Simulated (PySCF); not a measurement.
Spectrum to structure. The calculation used TDDFT PBE0/def2-SVPD, vertical, gas phase, core orbitals frozen in the response, def2 core potentials past Kr (PySCF 2.14.0, density-fitted response routines). Geometries: PBE0-D3(BJ)/def2-SVP, one conformer each. Atoms past krypton carry core potentials; spin–orbit coupling is left out.

```json
{"state": "S1", "ν̃ (cm⁻¹)": "39950", "f": "0.0033", "main configurations (H = HOMO, L = LUMO)": "H→L (98%)"}
{"state": "S2", "ν̃ (cm⁻¹)": "40040", "f": "0.0032", "main configurations (H = HOMO, L = LUMO)": "H-1→L (98%)"}
{"state": "S3", "ν̃ (cm⁻¹)": "47420", "f": "0.124", "main configurations (H = HOMO, L = LUMO)": "H→L+1 (81%)"}
{"state": "S4", "ν̃ (cm⁻¹)": "47550", "f": "0.124", "main configurations (H = HOMO, L = LUMO)": "H-1→L+1 (78%), H→L+2 (9%)"}
{"state": "S5", "ν̃ (cm⁻¹)": "48150", "f": "0.0013", "main configurations (H = HOMO, L = LUMO)": "H-1→L+2 (36%), H→L+3 (34%), H-1→L+3 (15%)"}
{"state": "S6", "ν̃ (cm⁻¹)": "49160", "f": "0.0083", "main configurations (H = HOMO, L = LUMO)": "H→L+2 (36%), H-1→L+3 (34%), H-1→L+2 (14%)"}
{"state": "S7", "ν̃ (cm⁻¹)": "50370", "f": "0.035", "main configurations (H = HOMO, L = LUMO)": "H-3/H-2→L (≥79%)"}
{"state": "S8", "ν̃ (cm⁻¹)": "50410", "f": "0.038", "main configurations (H = HOMO, L = LUMO)": "H-3/H-2→L (≥78%)"}
{"state": "S9", "ν̃ (cm⁻¹)": "51630", "f": "0.373", "main configurations (H = HOMO, L = LUMO)": "H→L+3 (36%), H-1→L+2 (35%), H-3/H-2→L (≥11%)"}
{"state": "S10", "ν̃ (cm⁻¹)": "51640", "f": "0.375", "main configurations (H = HOMO, L = LUMO)": "H-1→L+3 (36%), H→L+2 (33%), H-3/H-2→L (≥12%)"}
```

Triplets computed (Tamm–Dancoff): 4.50, 4.51, 5.10, 5.11 eV.

Question: Which candidate is it?
A. Si(SH)2Cl2 (`S[Si](S)(Cl)Cl`)
B. Si(OH)2Cl2 (`O[Si](O)(Cl)Cl`)
C. SnCl(SiH3)3 (`[SiH3][Sn]([SiH3])([SiH3])[Cl]`)

Answer: C. Its S1, at 4.95 eV, is the lowest among the candidates; the nearest of the others has S1 at 5.48 eV. S1 is HOMO→LUMO (98%). Löwdin shares by element: HOMO (one of a set within 0.03 eV) silicon 34% or more, chlorine 24%, tin 23% (atoms not listed hold the other 19%); LUMO tin 34%, chlorine 23%, silicon 20% or more (atoms not listed hold the other 23%). At the same level the other candidates give, for their lowest levels:
- `O[Si](O)(Cl)Cl`: 7.61 eV (f 0.009); 7.73 eV (f 0.000); 8.21 eV (f 0.086); 8.52 eV (f 0.004); 8.54 eV (f 0.009); T1 7.29 eV; HOMO -9.28, LUMO -0.44 eV
- `S[Si](S)(Cl)Cl`: 5.48 eV (f 0.000); 5.87 eV (f 0.004); 6.28 eV (f 0.000); 6.65 eV (f 0.036); 6.84 eV (f 0.018); T1 5.18 eV; HOMO -8.00, LUMO -1.07 eV

Orbitals of the list HOMO-3 to LUMO+2 that lie within 0.01 eV of each other are written together with a slash and their weights summed (≥ marks a lower bound); for degenerate orbitals outside that list single weights are arbitrary.
